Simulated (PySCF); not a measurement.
Isomers of CH6Si2. Isolated molecules, 0 K electronic values unless said otherwise. Strings in code marks are SMILES.

Quantity: electronic energy of isomers of CH6Si2 relative to `C[SiH]=[SiH2]`, in eV.

Case: `[SiH2]=C[SiH3]`. Geometry of `[SiH2]=C[SiH3]` (neutral, multiplicity 1, Å):

```xyz
9

Si     1.7073    -0.0939     0.2713
C      0.0567    -0.0856     0.7412
Si    -1.3361     0.1011    -0.4585
H      2.8408    -0.2432     1.2274
H      2.1164     0.0502    -1.1516
H     -0.1761    -0.1960     1.8051
H     -2.2574    -1.0815    -0.4317
H     -0.7822     0.2375    -1.8429
H     -2.1692     1.3114    -0.1603
```

Estimate the electronic energy of isomers of CH6Si2 relative to `C[SiH]=[SiH2]` that PBE-D3(BJ)/def2-TZVP (PySCF) returns for this input.

0.191 eV.
